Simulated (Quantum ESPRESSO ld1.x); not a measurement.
All-electron atom: Fe2+ in [Ar] 3d5 7p1 (not the ground configuration). Calculated with ld1.x of Quantum ESPRESSO 7.5: scalar-relativistic Kohn-Sham, LDA (Slater exchange, Perdew-Wang correlation), spin-polarised, spherical densities, point nucleus; open shells are filled with parallel spins first.

Normalised radial functions P(r) = r R(r), r in bohr:

```
   r/bohr * 3d up (the largest magnitude, 0.992, reaches the edge; | marks zero)
 0.009484 *
  0.01113 *
  0.01306 *
  0.01533 *
  0.01799 *
  0.02111 *
  0.02477 *
  0.02907 *
  0.03411 *
  0.03971 *
   0.0466 |*
  0.05469 |*
  0.06418 |*
  0.07531 | *
  0.08838 |  *
   0.1037 |    *
   0.1217 |      *
   0.1428 |        *
   0.1676 |           *
   0.1967 |                *
   0.2308 |                     *
   0.2709 |                          *
   0.3153 |                                *
   0.3701 |                                       *
   0.4343 |                                             *
   0.5096 |                                                  *
    0.598 |                                                     *
   0.7018 |                                                      *
   0.8236 |                                                    *
   0.9665 |                                                 *
    1.134 |                                           *
    1.331 |                                    *
    1.562 |                            *
    1.833 |                     *
    2.151 |              *
    2.504 |        *
    2.939 |    *
    3.448 |  *
    4.047 |*
    4.749 *
    5.573 *
     6.54 *
    7.675 *
    9.006 *
    10.57 *
     12.4 *
    14.55 *
    16.94 *
    19.88 *
    23.33 *
    27.38 *
    32.13 *
    37.71 *
    44.25 *
```

3d up: eigenvalue -42.923 eV, 0 radial nodes, <r> = 0.977 bohr, 90 % of the charge inside 1.64 bohr.
